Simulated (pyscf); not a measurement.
Single points on ωB97X-D3(BJ)/def2-SVP structures (PySCF, gas phase).

Question: cyclic C₅H₈ (SMILES C1=CCCC1) -> cyclic C₅H₈ (SMILES C=CC1CC1)
Surface: singlet. Broken: C–C. Formed: C–C. Give ΔE‡ and ΔE from ωB97M-D3(BJ)/def2-TZVP, relative to the reactant's lowest minimum found.

Answer: ΔE‡ = 368.4 kJ/mol, ΔE = +91.3 kJ/mol. Zero-point energy shifts the barrier by -15.7 kJ/mol. It is a group migration, with an imaginary mode of 674i cm⁻¹. On the product side the descent ends in a point that may be a rotor saddle (no frequency run), 4.9 kJ/mol over the lowest minimum found and 286.9 kJ/mol under the saddle at ωB97X-D3(BJ)/def2-TZVP. At ωB97X-D3(BJ)/def2-TZVP the barrier from the zero used here is 385.5 kJ/mol. The same reactants have a lower exit, to cyclic C₅H₈ (SMILES [C]1CCCC1) [singlet] (barrier +291.7 kJ/mol at ωB97M-D3(BJ)/def2-TZVP, against +368.4 kJ/mol here). This is the saddle that the search found; another between the same sides may lie lower. One closed-shell reference is unstable to symmetry breaking; treat the single-reference values with care.
